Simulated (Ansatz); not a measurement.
Single points on fac-ScBr3(H2O)3 (ScBr₃O₃H₆).

```yaml
crystal:
  periodic: [false, false, false]
  atoms:
    - {symbol: Br, position_ang: [-0.082824, 0.044321, 2.844831]}
    - {symbol: Br, position_ang: [2.844782, -0.095994, -0.000553]}
    - {symbol: Br, position_ang: [0.010751, 2.843479, -0.128702]}
    - {symbol: O, position_ang: [0.267516, 0.183406, -1.867547]}
    - {symbol: O, position_ang: [-1.863050, 0.278390, 0.210087]}
    - {symbol: O, position_ang: [0.206069, -1.860752, 0.296743]}
    - {symbol: Sc, position_ang: [0.384338, 0.386929, 0.376323]}
    - {symbol: H, position_ang: [1.187302, -0.018519, -2.106508]}
    - {symbol: H, position_ang: [0.133316, 1.104358, -2.147219]}
    - {symbol: H, position_ang: [-2.100664, 1.197101, 0.001722]}
    - {symbol: H, position_ang: [-2.128508, 0.155931, 1.136864]}
    - {symbol: H, position_ang: [0.011446, -2.086648, 1.221405]}
    - {symbol: H, position_ang: [1.129536, -2.132011, 0.162545]}
basis:
  gaussian: {orbitals: def2-TZVP, initial_orbitals: start.molden}
correlation: {method: mp2}
scf: {omitted_lower_state_checks: [starts]}
output: {orbitals: {seedname: orbitals}}
```

The file start.molden holds the orbitals of an earlier run on this structure, at another level or in another basis.

```sh
$ ansatz run in.yaml --threads 4 --pin off --events-out ev --progress --plain --max-ram 4787MiB
```

Output, abridged:

```
Functional definition: HF
2320 factors; integrals over basis functions are off by at most 1.3e-3 eV
mean field evaluation 1: about -236888.3661 eV, gradient 4.9e1 eV
mean field evaluation 2: about -236890.0934 eV, gradient 2.8e0 eV
mean field evaluation 4: about -236890.3385 eV, gradient 1.1e0 eV
mean field evaluation 8: about -236890.3419 eV, gradient 3.3e-4 eV
mean field -236890.34194027 eV, -8705.5594962641 hartree, gradient 6.6e-6 eV, S^2 0.000000; 0 other end points of the search recorded, 0 dependent functions left out
35 core orbitals not correlated: weight in the atoms' cores, before any rotation towards them, 1.000 or more for the frozen orbitals, at most 0.000 for the correlated occupied ones
reference -236890.34194027 eV, -8705.5594962641 hartree; 43, 43 occupied and 240, 240 virtual orbitals, 2320 factors
second order -51.09533674 eV of doubles, -0.00000000 eV of singles
Total energy: -236941.43727701 eV, -8707.4372152555 hartree
Checks for a lower state left out: starts
```

It took 22 s on 4 threads of Arm Neoverse V1 on a shared host, peak host memory 1.4 GiB.

First input, but with `hamiltonian: {xc: {name: BLYP}, dispersion: d4}` and without the key `correlation` (abridged; 9.5 s):

```
Functional definition: BLYP
mean field -237091.12773739 eV, -8712.9382382107 hartree, gradient 1.6e-5 eV, S^2 0.000000
Total energy: -237092.05755357 eV, -8712.9724083251 hartree
Checks for a lower state left out: starts
```

First input, but with `gaussian: {orbitals: def2-SVP, initial_orbitals: start.molden}`, `hamiltonian: {xc: pbe, dispersion: d4}` and without the key `correlation` (abridged; 4.2 s):

```
Functional definition: PBE
mean field -237010.16069721 eV, -8709.9627543655 hartree, gradient 2.9e-5 eV, S^2 0.000000
Total energy: -237010.60903637 eV, -8709.9792305257 hartree
Checks for a lower state left out: starts
```

Geometry: PBE0-D4/def2-SVP.

Correlated methods freeze 35 core orbitals; core or outer-core shells of Br, Sc are correlated, in sets that lack core-valence functions. Another isomer (singlet) lies 0.05 eV lower at PBE0-D4/def2-TZVP; other spin states weren't run for this one.
